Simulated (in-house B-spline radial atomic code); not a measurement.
Atomic self-consistent-field run: Co V (Co4+). Computed with an all-electron radial atomic-structure program (B-spline basis): Dirac-Kohn-Sham PBE, spherical fractional occupations, Fermi nucleus of rms radius 3.7875 fm.

Command:
```bash
python run_scf.py task.json out
```
Settings (nuclear radius in fm, mass in u):
```
Z                27
configuration    [Ar] 3d5
hamiltonian      dirac
method           pbe,pbe
spin_polarised   False
nucleus          fermi
rms_radius       3.7875
atomic_mass      58.93319
speed_of_light   137.035999084
```

Output (hartree, bohr):
```
 radial grid: 67 intervals, B-splines of order 8, outer radius 14.6809 bohr

 iter        energy (Eh)    residual
    1       -1372.879221    7.99e-01
    2       -1381.977091    6.27e-01
    3       -1388.437284    1.34e-01
    4       -1388.860616    2.28e-02
    5       -1388.867014    1.58e-02
    6       -1388.872861    1.71e-03
    7       -1388.872906    8.20e-05
    8       -1388.872906    3.01e-06
    9       -1388.872906    1.03e-07

 total energy                     -1388.87291
 kinetic                            1409.9062
 electron-nucleus                  -3278.5590
 Hartree                             537.3686
 exchange-correlation                -57.5887

 first-order corrections (not in the total)
   Gaunt                             0.5851
   retardation                      -0.0523
   frequency dependence             -0.0015
   self-energy                       0.3889
   Uehling                          -0.0336
   Wichmann-Kroll                    0.0002
   recoil                            0.0099

 orbital      occ     eigenvalue          <r>       <r^2>       <1/r>     <1/r^3>       r_max    small
 1s1/2      2.000      -281.2717    0.0561912  0.00424691     27.0328           -     0.03678  9.45e-03
 2s1/2      2.000       -35.3570     0.255239   0.0769617     5.83856           -      0.2132  1.75e-03
 2p1/2      2.000       -30.9769      0.22281   0.0610688     5.78648           -      0.1703  1.74e-03
 2p3/2      4.000       -30.4324     0.225937    0.062661     5.67517     534.884      0.1729  1.71e-03
 3s1/2      2.000        -5.9758     0.760074    0.664616     1.86904           -      0.6645  3.98e-04
 3p1/2      2.000        -4.6545     0.785857    0.723407     1.75205           -      0.6669  3.59e-04
 3p3/2      4.000        -4.5826     0.794337    0.738887     1.72716     71.3461       0.674  3.53e-04
 3d3/2      2.000        -2.4290     0.876793    0.952411     1.45566     7.49284      0.6387  2.62e-04
 3d5/2      3.000        -2.4200     0.879866     0.95889     1.44993     7.50327      0.6409  2.61e-04
```

Run time, properties included: 1.4 s on 1 thread of Arm Neoverse V2 (shared host).

For the Dirac Hamiltonian the kinetic term is c α·p + (β - 1)c².
